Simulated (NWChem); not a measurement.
Lowest excitation of F2Sn

```xyz
3

Sn     0.0000     0.0000     0.3462
F      1.4596     0.0000    -0.9616
F     -1.4596     0.0000    -0.9616
```
Charge 0, spin multiplicity 1.

Program: NWChem. All single points use one geometry, from B3LYP/def2-SVP with def2 effective core potentials on Sn, a minimum by its harmonic frequencies.

Basis set: def2-SVPD.

The cost column gives rough processor time relative to TD-PBE; each entry includes its own SCF.

Effective core potentials replace the inner electrons of Sn; spin-orbit coupling is left out. The correlated methods keep 6 core orbitals frozen. B3LYP has NWChem's definition, with VWN1-RPA local correlation. GW and range-separated runs recompute their integrals, the others keep them in memory, which bears on the times. The structure started from a generated list of species. No row is a measurement; the coupled-cluster row has its own basis-set and correlation limits.

```csv
method,lowest vertical singlet excitation energy (eV),relative cost
TD-PBE,?,1
CIS,5.78,under 3
TD-B3LYP,4.93,under 3
EOM-CCSD,?,under 3
TD-CAM-B3LYP,5.06,3
```

Q: Complete the blanks.

A: 
- TD-PBE, lowest vertical singlet excitation energy (eV): 4.62
- EOM-CCSD, lowest vertical singlet excitation energy (eV): 5.21
